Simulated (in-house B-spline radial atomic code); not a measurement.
Successive ionisation energies of aluminium; each step leads to the configuration of the next row (after the last: [He] 2s2 2p1/2(2) 2p3/2(1)). Dirac energy differences include first-order Breit, QED and recoil terms. NIST's values go from ground level to ground level; the uncertainty of those that are theory runs from under 0.1 % in few-electron ions to several per cent in heavy many-electron ones. Computed with an all-electron radial atomic-structure program (B-spline basis): Dirac-Hartree-Fock, jj configuration that fills j = l - 1/2 first, finite nuclei.

A number in brackets counts the electrons of a j subshell.

| ion | configuration | ionisation energy (eV) | tabulated value (eV) | tabulated kind | computed minus tabulated (eV) | highest orbital | largest mean radius (bohr) |
| --- | --- | --- | --- | --- | --- | --- | --- |
| Al | [Ne] 3s2 3p1/2(1) | 5.50 | 5.985769 | measured | -0.49 | 3p1/2 | 3.431 |
| Al+ | [Ne] 3s2 | ? | ? | measured | ? | ? | ? |
| Al2+ | [Ne] 3s1 | 28.08 | 28.44764 | measured | -0.36 | 3s1/2 | 2.2321 |
| Al3+ | [He] 2s2 2p6 | ? | ? | measured | ? | ? | ? |
| Al4+ | [He] 2s2 2p1/2(2) 2p3/2(3) | 154.95 | 153.8252 | semi-empirical | 1.13 | 2p1/2 | 0.60015 |
| Al5+ | [He] 2s2 2p1/2(2) 2p3/2(2) | 194.61 | 190.49 | semi-empirical | 4.12 | 2p1/2 | 0.58329 |

(1) Fill in the row of Al+.

(2) Fill in the row of Al3+.

(3) Where is the largest jump?

(4) How far is this level of theory from the measured and semi-empirical values?

Results:

(1) ionisation energy (eV): 17.55; tabulated value (eV): 18.82855; computed minus tabulated (eV): -1.28; highest orbital: 3s1/2; largest mean radius (bohr): 2.4253.

(2) ionisation energy (eV): 118.40; tabulated value (eV): 119.9924; computed minus tabulated (eV): -1.60; highest orbital: 2p3/2; largest mean radius (bohr): 0.6176.

(3) From Al2+ to Al3+, by a factor of 4.22 (28.083 to 118.4 eV); the highest orbital goes from 3s1/2 to 2p3/2.

(4) Over those 6 rows the differences run from -1.6 to +4.12 eV (mean absolute value 1.5 eV). The calculation leaves out correlation and, in open shells, the multiplet splittings that an average leaves out.
